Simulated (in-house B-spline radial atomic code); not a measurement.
B3LYP (VWN-RPA) excitations of the antimony ion Sb⁵⁺

Method: B3LYP (VWN-RPA). Computed with a B-spline radial code for spherical atoms: linear response of the closed shell [Kr] 4d10 with the functional's adiabatic kernel; scalar-relativistic (spin-free one-electron X2C), finite nucleus, no spin-orbit coupling, no double excitations, S, P, D and F terms only; shells from n = 2 respond. Only terms of natural parity with L up to 3 were computed.

Command:
```bash
python run_td.py task.json out
```
Settings (radii: box in bohr, nucleus in fm):
```
Z                        51
electrons                46
configuration            [Kr] 4d10
hamiltonian              x2c
method                   b3lyp
box_radius               16.35
rms_radius               4.6802
intervals                70
```

Cost of the run: 3.4 s on 1 thread of Intel(R) Xeon(R) Platinum 8259CL CPU @ 2.50GHz (Skylake/Cascade Lake) (shared host).

The lowest states, in the order of their Tamm-Dancoff energies; the method's threshold (minus the highest occupied level) is 92.04 eV. Labels give the largest channel, * marks a mixed state, and oscillator strengths are full-response dipole values. Semilocal kernels can invert the small singlet-triplet splittings of Rydberg terms. Energies in eV:

```
      state  full response  Tamm-Dancoff  oscillator strength
 4d → 5s 3D         28.371        28.390                    -
 4d → 5s 1D         29.233        29.247                    -
 4d → 5p 3P          39.73         39.76                    -
 4d → 5p 3F              ?             ?                    -
 4d → 5p 1F          40.53         40.53                    -
 4d → 5p 1P          41.50         41.58                0.902
 4d → 5d 3S          55.73         55.76                    -
 4d → 5d 3D          56.36         56.37                    -
 4d → 5d 1D          56.86         56.88                    -
 4d → 4f 3P          59.03         59.06                    -
 4d → 4f 3F          59.90         59.93                    -
 4d → 5d 1S          60.33         60.77                    -
 4d → 6s 3D          61.08         61.09                    -
 4d → 4f 1F          61.24         61.27                    -
 4d → 6s 1D          61.28         61.28                    -
4d → 4f 1P*          65.20         65.46                 1.78
 4d → 6p 3P          65.53         65.54                    -
 4d → 6p 3F          65.60         65.60                    -
 4d → 6p 1F          65.74         65.74                    -
4d → 6p 1P*              ?             ?                    ?
 4d → 6d 3S          71.91         71.92                    -
 4d → 6d 3D          72.14         72.14                    -
```

Question: Where does 4d → 5p 3F lie?

Answer: At 39.97 eV in full response, 39.99 eV in Tamm-Dancoff.

Question: Where does 4d → 6p 1P lie?

Answer: At 66.25 eV in full response, 66.41 eV in Tamm-Dancoff, oscillator strength 1.36.

Question: How large is the singlet-triplet splitting of 4d → 5s (D terms) in Tamm-Dancoff?

Answer: 0.857 eV, from the unrounded values.

Question: What polarisabilities and dispersion coefficient does the method give?

Answer: Dipole 1.755 bohr³, quadrupole 3.016 bohr⁵, C6 6.042 hartree·bohr⁶ for two such species.
